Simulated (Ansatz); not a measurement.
The same redistribution along the group B, Al, Ga.

Calculated with Ansatz (gas phase, PBE0-D4/def2-TZVP geometries, no zero-point term in ΔE). CCSD(T)/CBS adds triple-zeta CCSD(T) − MP2 to the extrapolated MP2 energy (def2 sets, frozen cores). Functionals use def2-TZVPP. For Ga, Ge outer-core shells are correlated without core-valence functions, which leaves a few kJ/mol of doubt a bond. Scalar relativity is left out up to krypton. One conformer a species, not always the lowest.

```csv
reaction,PBE-D4 (kcal/mol)
`B[CH2][GeH3]` + `O[SiH2]S[SiH3]` → `O[SiH2][S][GeH3]` + `BC[SiH3]`,1.1
`[AlH2][CH2][GeH3]` + `O[SiH2]S[SiH3]` → `O[SiH2][S][GeH3]` + `[AlH2][CH2][SiH3]`,-0.4
`[GaH2][CH2][GeH3]` + `O[SiH2]S[SiH3]` → `O[SiH2][S][GeH3]` + `[SiH3][CH2][GaH2]`,-0.3
```

(1) Give the CCSD(T)/CBS values in the same order. (Estimate.)

Largest T1 diagnostic: 0.012, for `[SiH3][CH2][GaH2]`.

Results:

(1) Computed: 1.8, 0.4, 0.4 kcal/mol.
